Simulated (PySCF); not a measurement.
Cl$_{3}$Sb (SMILES [Cl][Sb]([Cl])[Cl]), singlet, at a GFN2-xTB geometry (core potentials on Sb). Base run: DF-PBE/def2-TZVP (PySCF).

Input for PySCF:
```python
from pyscf import gto, scf, dft

mol = gto.M(
    atom='''
Sb    0.004843   -0.000785    0.619287
Cl   -1.760197   -0.965587   -0.606784
Cl    0.035972    2.004188   -0.617068
Cl    1.709696   -1.036248   -0.634009
''',
    basis='def2-tzvp',
    ecp={'Sb': 'def2-tzvp'},
    charge=0,
    spin=0,
    verbose=5,
)

mf = dft.RKS(mol)
mf.xc = 'pbe'
mf = mf.density_fit(auxbasis='def2-universal-jkfit')
mf.kernel()
mf.analyze()
```

Variants of this job, named by their change:

```
change                                ΔE vs base (µEh)  grid points  electrons on the grid        outcome
------------------------------------  ----------------  -----------  ---------------------  -------------
base                                               0.0        78600               74.00000      converged
grids.radi_method = delley                         1.3        79128               74.00000      converged
grids.level = 0                                   2136         7704               74.00343      converged
grids.prune = dft.gen_grid.sg1_prune                 -            -                      -  input refused
grids.atom_grid = (30, 110)                      -5088         9696               74.00069      converged
grids.level = 2                                   -5.2        49288               74.00000      converged
grids.atom_grid = (50, 194)                       76.4        25144               73.99993      converged
grids.level = 1                                   56.6        26976               73.99994      converged
grids.level = 7                                   -0.6       347088               74.00000      converged
grids.level = 4                                   -0.8       118200               74.00000      converged
grids.radi_method = mura_knowles                   0.5        71824               74.00000      converged
```

- grids.prune = dft.gen_grid.sg1_prune: ended with `IndexError: index 51 is out of bounds for axis 0 with size 19`
